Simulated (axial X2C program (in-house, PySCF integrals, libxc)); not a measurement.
**IO⁻: cheaper levels and CCSD(T), with spin–orbit coupling**

All values were computed with an in-house all-electron X2C program for linear molecules (integrals from PySCF). Two-component (2c) means X2C with spin–orbit coupling and atomic mean-field two-electron Coulomb and Gaunt terms. Basis: I dyall-acv3z [12s13p9d5f1g], O dyall-av3z [7s6p3d2f] (cores contracted in-house); Gaussian nuclei, density fitting, unrestricted open shells. Masses: I 126.904 u, O 15.995 u.

State: Ω = 0 (closed shell); fragments I- + O.

| level | Re (Å) | ωe (cm⁻¹) | De (eV) |
| --- | --- | --- | --- |
| PBE0 | 1.921 | 622.4 | 1.63 |
| HF | 1.907 | 604.0 | -1.20 |
| CCSD | 1.935 | 601.0 | 1.44 |
| PBE50 | 1.895 | 652.5 | 1.04 |

Correlated methods: 14 electrons correlated (number of frozen shells: I 4 s, 3 p, 2 d; O 1 s), 276 virtual spin orbitals or spinors in MP2, 90 natural virtuals in coupled cluster.

CCSD(T), same Hamiltonian and basis:

Re = 1.946 Å, ωe = 587.3 cm⁻¹, De = 1.65 eV; T1 = 0.017 (Lee–Taylor normalisation).

Q: Give the differences from CCSD(T) in the columns below.

A: 

| level | ΔRe (Å) | Δωe (cm⁻¹) | ΔDe (eV) |
| --- | --- | --- | --- |
| PBE0 | -0.025 | 35 | -0.02 |
| HF | -0.039 | 17 | -2.85 |
| CCSD | -0.011 | 14 | -0.21 |
| PBE50 | -0.051 | 65 | -0.61 |

One determinant describes the state; a PBE0 search over occupations chose it and may have missed a lower one. Closed shells are restricted here (equal orbitals for both partners); the stretched side of such a curve lies too high. Dissociation energies refer to the lowest single-determinant-based atoms at the same level and basis. Coupled cluster ran in a truncated set of natural virtual spinors; the MP2 energy of the rest was added. (T) has no such correction and the atoms are truncated less, which lowers De at CCSD(T) by a hundredth of an eV or more. The 2c atoms are single determinants rather than J levels; their spin–orbit lowering is only partly caught, and De is too large by that part. This holds for PBE0, PBE50. Without a current term, density functionals place determinants with orbital angular momentum somewhat too high. The highest occupied level of some functionals is positive through self-interaction error; at Hartree–Fock it is bound. Hartree–Fock gets electron affinities wrong, so its lowest charge split need not be the true one.
